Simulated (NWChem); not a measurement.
Species: CH₄O₃Si; SMILES O([SiH2]O)C=O

```xyz
9

O      0.8836    -1.6622     0.0000
C     -0.3183    -1.5764     0.0000
O     -1.0128    -0.4522     0.0000
Si    -0.3747     1.1500     0.0000
O      1.2645     1.0769     0.0000
H     -0.9870    -2.4620     0.0000
H     -0.9237     1.7867     1.2238
H     -0.9237     1.7867    -1.2238
H      1.5863     0.1576     0.0000
```
Atoms are numbered in this order, from 1.

This is a stationary point of PBE0/def2-SVP (NWChem), point group Cs. 

Question: Is it a minimum? If not, what does it relax to?

Answer: No. It has an imaginary frequency of 78i cm⁻¹. Following that mode (on a finer grid) lowers the energy by 1.1 kcal/mol and ends, with real frequencies alone, at point group C1:
```xyz
9

O      0.6221    -1.5614     0.5775
C     -0.4242    -1.5471    -0.0192
O     -1.0490    -0.4470    -0.4051
Si    -0.3613     1.0731     0.0435
O      1.2320     1.1312    -0.3634
H     -0.9784    -2.4623    -0.3137
H     -0.6217     1.2195     1.4998
H     -1.0920     2.0640    -0.7738
H      1.7393     0.4082     0.0302
```
